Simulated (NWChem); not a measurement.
# CH4BF2N; SMILES B(F)(F)NC

```xyz
9

B      0.0104    -0.5695     0.0000
F      0.7267    -1.6995     0.0003
F     -1.3237    -0.6759     0.0000
N      0.6417     0.6780    -0.0002
C     -0.0210     1.9728    -0.0006
H      1.6525     0.7029    -0.0005
H      0.2372     2.5603    -0.8913
H      0.2418     2.5630     0.8868
H     -1.1016     1.8168     0.0024
```
Atoms are numbered in this order, from 1.

Level: B3LYP/6-31G* (spherical d) (NWChem), optimised geometry, unscaled harmonic frequencies. B3LYP is NWChem's, with the RPA form of VWN correlation.

| frequency (cm⁻¹) | IR intensity (km/mol) |
|---|---|
| 136 | 0.3 |
| 164 | 1.6 |
| 219 | 0.9 |
| 436 | 14.5 |
| 538 | 0.2 |
| 580 | 77.4 |
| 650 | 84.5 |
| 818 | 3.7 |
| 1101 | 34.2 |
| 1155 | 7.5 |
| 1168 | 0.6 |
| 1333 | 146.4 |
| 1428 | 220.0 |
| 1500 | 59.7 |
| 1528 | 4.5 |
| 1534 | 73.4 |
| 1607 | 324.5 |
| 3037 | 61.8 |
| 3082 | 43.5 |
| 3158 | 12.2 |
| 3613 | 20.2 |

```
Property                                                                           Result
-----------------------------------------------------------------------  ----------------
zero-point energy                                                           41.1 kcal/mol
thermal correction to the enthalpy at 298.15 K (with zero-point energy)     45.2 kcal/mol
heat capacity Cv                                                         18.0 cal/(mol K)
entropy at 298.15 K and 1 atm (symmetry number 1)                        74.7 cal/(mol K)
dipole moment                                                                      2.61 D
```

Rigid rotor and harmonic oscillator.
